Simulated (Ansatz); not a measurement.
Ansatz (an electronic-structure program) input (SVWN5/def2-TZVPD):

Ansatz 0.2 input:
```yaml
crystal:
  periodic: [false, false, false]
  atoms:
    - {symbol: C, position_ang: [2.88887782, -0.12196154, 0.02848622]}
    - {symbol: C, position_ang: [1.50410566, -0.00348332, -0.57444304]}
    - {symbol: O, position_ang: [0.54113885, -0.07019006, 0.47019008]}
    - {symbol: Ge, position_ang: [-1.19387368, 0.04425519, 0.04858533]}
    - {symbol: H, position_ang: [2.99266576, -1.06981594, 0.55834154]}
    - {symbol: H, position_ang: [3.06511891, 0.68818671, 0.73739062]}
    - {symbol: H, position_ang: [3.65117070, -0.07385413, -0.75232466]}
    - {symbol: H, position_ang: [1.41124385, 0.94568645, -1.11980203]}
    - {symbol: H, position_ang: [1.33877550, -0.81268506, -1.29888868]}
    - {symbol: H, position_ang: [-1.92854761, -0.06196239, 1.38877775]}
    - {symbol: H, position_ang: [-1.45504820, 1.39549588, -0.64925841]}
    - {symbol: H, position_ang: [-1.55843282, -1.11302797, -0.90474658]}
basis:
  gaussian:
    orbitals: def2-TZVPD
hamiltonian:
  xc: {name: SVWN5}
total_charge: 1
magnetization: {spin_polarized: true, initial_magnetization: 1}
```

End of the output:

```
integrals: 0.18 GiB planned
1313 factors; their error is unknown
0.18 GiB of the device are held for the grids
1.37 GiB of device memory are held for the factors and their scratch space
mean field: 1.41 GiB planned
mean field evaluation 1: about -60611.3353 eV, gradient 8.1e1 eV
mean field evaluation 2: about -60188.4123 eV, gradient 2.3e2 eV
mean field evaluation 4: about -60628.7572 eV, gradient 5.2e1 eV
mean field evaluation 8: about -60640.5419 eV, gradient 2.6e0 eV
mean field evaluation 16: about -60640.5355 eV, gradient 3.6e-3 eV
mean field evaluation 32: about -60640.5351 eV, gradient 2.8e-1 eV
mean field evaluation 64: about -60639.7076 eV, gradient 5.5e-3 eV
mean field -60640.53554230 eV, -2228.4985775482 hartree, gradient 5.5e-5 eV, S^2 0.751984; 7 other end points of the search recorded, 0 dependent functions left out
reference -60640.53558545 eV, -2228.4985791339 hartree; 30, 29 occupied and 210, 211 virtual orbitals, 1313 factors
Total energy: -60640.53558545 eV, -2228.4985791339 hartree
```

This state (charge 1, doublet) is run at the relaxed geometry of the species with charge 0 and multiplicity 1.
